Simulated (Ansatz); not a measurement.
The cluster Au₅Cl₄⁺. The state is a singlet with charge 1. Geometry PBE0-D4/def2-SVP.

```xyz
9

Au    0.408   -0.146   -1.120
Au   -1.887   -1.484   -0.345
Au    1.793    1.518    0.603
Au    1.296   -1.860    0.863
Au   -1.391    1.893   -0.604
Cl   -0.539   -3.263    0.406
Cl    0.426    3.303   -0.098
Cl   -3.148    0.384   -1.028
Cl    3.041   -0.346    1.322
```

In the def2 sets Au takes a core potential; there is no spin–orbit coupling. No other spin state of charge 1 was run. The structure comes from a short search, and lower isomers may exist.

Q: Estimate the orbital energies around the gap (eV) in Ansatz with LDA (SPW92)/def2-TZVP, PBE-D4/def2-SVP, PBE-D4/def2-TZVP, PBE0-D4/def2-SVP, PBE0-D4/def2-TZVP.

A: 
```json
{"orbital": "HOMO−13", "LDA (SPW92)/def2-TZVP": "-12.47", "PBE-D4/def2-SVP": "-12.32", "PBE-D4/def2-TZVP": "-12.23", "PBE0-D4/def2-SVP": "-14.01", "PBE0-D4/def2-TZVP": "-13.89"}
{"orbital": "HOMO−12", "LDA (SPW92)/def2-TZVP": "-12.45", "PBE-D4/def2-SVP": "-12.28", "PBE-D4/def2-TZVP": "-12.19", "PBE0-D4/def2-SVP": "-13.85", "PBE0-D4/def2-TZVP": "-13.71"}
{"orbital": "HOMO−11", "LDA (SPW92)/def2-TZVP": "-12.15", "PBE-D4/def2-SVP": "-12.01", "PBE-D4/def2-TZVP": "-11.89", "PBE0-D4/def2-SVP": "-13.58", "PBE0-D4/def2-TZVP": "-13.45"}
{"orbital": "HOMO−10", "LDA (SPW92)/def2-TZVP": "-12.12", "PBE-D4/def2-SVP": "-11.94", "PBE-D4/def2-TZVP": "-11.86", "PBE0-D4/def2-SVP": "-13.52", "PBE0-D4/def2-TZVP": "-13.39"}
{"orbital": "HOMO−9", "LDA (SPW92)/def2-TZVP": "-12.06", "PBE-D4/def2-SVP": "-11.91", "PBE-D4/def2-TZVP": "-11.82", "PBE0-D4/def2-SVP": "-13.52", "PBE0-D4/def2-TZVP": "-13.39"}
{"orbital": "HOMO−8", "LDA (SPW92)/def2-TZVP": "-12.04", "PBE-D4/def2-SVP": "-11.90", "PBE-D4/def2-TZVP": "-11.80", "PBE0-D4/def2-SVP": "-13.50", "PBE0-D4/def2-TZVP": "-13.37"}
{"orbital": "HOMO−7", "LDA (SPW92)/def2-TZVP": "-12.04", "PBE-D4/def2-SVP": "-11.89", "PBE-D4/def2-TZVP": "-11.80", "PBE0-D4/def2-SVP": "-13.44", "PBE0-D4/def2-TZVP": "-13.30"}
{"orbital": "HOMO−6", "LDA (SPW92)/def2-TZVP": "-11.98", "PBE-D4/def2-SVP": "-11.87", "PBE-D4/def2-TZVP": "-11.77", "PBE0-D4/def2-SVP": "-13.28", "PBE0-D4/def2-TZVP": "-13.18"}
{"orbital": "HOMO−5", "LDA (SPW92)/def2-TZVP": "-11.70", "PBE-D4/def2-SVP": "-11.53", "PBE-D4/def2-TZVP": "-11.45", "PBE0-D4/def2-SVP": "-12.94", "PBE0-D4/def2-TZVP": "-12.85"}
{"orbital": "HOMO−4", "LDA (SPW92)/def2-TZVP": "-11.70", "PBE-D4/def2-SVP": "-11.53", "PBE-D4/def2-TZVP": "-11.45", "PBE0-D4/def2-SVP": "-12.94", "PBE0-D4/def2-TZVP": "-12.85"}
{"orbital": "HOMO−3", "LDA (SPW92)/def2-TZVP": "-11.41", "PBE-D4/def2-SVP": "-11.24", "PBE-D4/def2-TZVP": "-11.14", "PBE0-D4/def2-SVP": "-12.49", "PBE0-D4/def2-TZVP": "-12.34"}
{"orbital": "HOMO−2", "LDA (SPW92)/def2-TZVP": "-11.41", "PBE-D4/def2-SVP": "-11.24", "PBE-D4/def2-TZVP": "-11.14", "PBE0-D4/def2-SVP": "-12.49", "PBE0-D4/def2-TZVP": "-12.34"}
{"orbital": "HOMO−1", "LDA (SPW92)/def2-TZVP": "-11.14", "PBE-D4/def2-SVP": "-10.97", "PBE-D4/def2-TZVP": "-10.87", "PBE0-D4/def2-SVP": "-12.29", "PBE0-D4/def2-TZVP": "-12.21"}
{"orbital": "HOMO", "LDA (SPW92)/def2-TZVP": "-11.08", "PBE-D4/def2-SVP": "-10.91", "PBE-D4/def2-TZVP": "-10.85", "PBE0-D4/def2-SVP": "-12.17", "PBE0-D4/def2-TZVP": "-12.01"}
{"orbital": "LUMO", "LDA (SPW92)/def2-TZVP": "-9.41", "PBE-D4/def2-SVP": "-9.16", "PBE-D4/def2-TZVP": "-9.08", "PBE0-D4/def2-SVP": "-8.59", "PBE0-D4/def2-TZVP": "-8.47"}
{"orbital": "LUMO+1", "LDA (SPW92)/def2-TZVP": "-7.38", "PBE-D4/def2-SVP": "-7.07", "PBE-D4/def2-TZVP": "-7.00", "PBE0-D4/def2-SVP": "-6.11", "PBE0-D4/def2-TZVP": "-6.01"}
{"orbital": "LUMO+2", "LDA (SPW92)/def2-TZVP": "-7.38", "PBE-D4/def2-SVP": "-7.07", "PBE-D4/def2-TZVP": "-7.00", "PBE0-D4/def2-SVP": "-6.11", "PBE0-D4/def2-TZVP": "-6.01"}
{"orbital": "LUMO+3", "LDA (SPW92)/def2-TZVP": "-7.37", "PBE-D4/def2-SVP": "-7.02", "PBE-D4/def2-TZVP": "-6.98", "PBE0-D4/def2-SVP": "-6.03", "PBE0-D4/def2-TZVP": "-5.96"}
{"orbital": "LUMO+4", "LDA (SPW92)/def2-TZVP": "-6.54", "PBE-D4/def2-SVP": "-6.15", "PBE-D4/def2-TZVP": "-6.15", "PBE0-D4/def2-SVP": "-5.03", "PBE0-D4/def2-TZVP": "-5.02"}
{"orbital": "LUMO+5", "LDA (SPW92)/def2-TZVP": "-5.89", "PBE-D4/def2-SVP": "-5.59", "PBE-D4/def2-TZVP": "-5.62", "PBE0-D4/def2-SVP": "-5.01", "PBE0-D4/def2-TZVP": "-5.01"}
```
